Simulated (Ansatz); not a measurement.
Reaction (ligand exchange at a B–N bond): `BNB` + HBr → `BBr` + `BN`

Computed with Ansatz on PBE0-D4/def2-TZVP structures; ΔE is electronic, products minus reactants. CBS: MP2 limit from def2 TZ/QZ plus the TZ coupled-cluster correction, frozen cores. This one scheme is used for every species. Functionals use def2-TZVPP. For Br outer-core shells are correlated without core-valence functions, which leaves a few kJ/mol of doubt a bond. Scalar relativity is left out up to krypton.

Is it downhill or uphill in electronic energy at CCSD(T)/CBS, and by how much? (Best estimate.)

The calculation gave: Uphill: ΔE = +3.2 kcal/mol.

What do these levels give: BLYP-D4, r2SCANh-D4, CAM-B3LYP-D4, PBE-QIDH, BLYP, CAM-B3LYP, LC-ωPBE, CCSD/def2-SVP, HF/def2-TZVPP, SCS-MP2/def2-QZVPP, HF/CBS(def2), CCSD/CBS(def2)? (Best estimate.)

Computed: BLYP-D4 3.6, r2SCANh-D4 3.0, CAM-B3LYP-D4 4.9, PBE-QIDH 3.2, BLYP 3.1, CAM-B3LYP 4.7, LC-ωPBE 3.5, CCSD/def2-SVP 5.7, HF/def2-TZVPP 5.1, SCS-MP2/def2-QZVPP 3.6, HF/CBS(def2) 5.4, CCSD/CBS(def2) 3.6 kcal/mol.

Largest T1 diagnostic among the species: 0.012.

Leaving LDA and LC-ωPBE aside and taking each functional with its dispersion term where it has one, the values, not all of them listed here, spread over 2.7 kcal/mol, from PBE-D4 to CAM-B3LYP-D4. LDA lies +1.6 kcal/mol from PBE without D4. At CCSD(T), def2-SVP lies +2.2 kcal/mol from the extrapolated value and def2-TZVPP +0.3 kcal/mol.
